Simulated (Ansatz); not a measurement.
C₂H₅BOSi (`BC1=C[SiH2]O1`), relaxed with RKS PBE0-D4/def2-TZVP in Ansatz from a PBE-D4/def2-SVP geometry. The force threshold is 0.005 eV/Å; the program also tests the step.

Charge 0, multiplicity 1.

Start:

```xyz
10

B     1.637    0.687    0.969
C     0.377    0.106    0.274
C    -0.293    0.561   -0.845
Si   -1.423   -0.889   -0.556
O    -0.275   -1.050    0.752
H     2.109    0.164    1.957
H     2.136    1.686    0.490
H    -0.054    1.435   -1.462
H    -1.390   -2.052   -1.505
H    -2.824   -0.649   -0.074
```

```csv
step,energy (eV),largest force (eV/Å),largest move (Å)
1,-12748.2164,0.954,0.000
2,-12748.2736,0.696,0.027
3,-12748.2891,0.110,0.018
4,-12748.2896,0.054,0.003
5,-12748.2897,0.019,0.002
6,-12748.2897,0.013,0.002
7,-12748.2897,0.005,0.001
```

End:

```xyz
10

B     1.619    0.682    0.957
C     0.367    0.109    0.262
C    -0.291    0.557   -0.838
Si   -1.398   -0.882   -0.538
O    -0.288   -1.042    0.733
H     2.079    0.164    1.927
H     2.110    1.663    0.486
H    -0.044    1.419   -1.436
H    -1.370   -2.026   -1.481
H    -2.785   -0.643   -0.071
```

Run time 16 s (2 threads of an AMD EPYC 9R45 on a shared host); peak host memory 0.47 GiB.
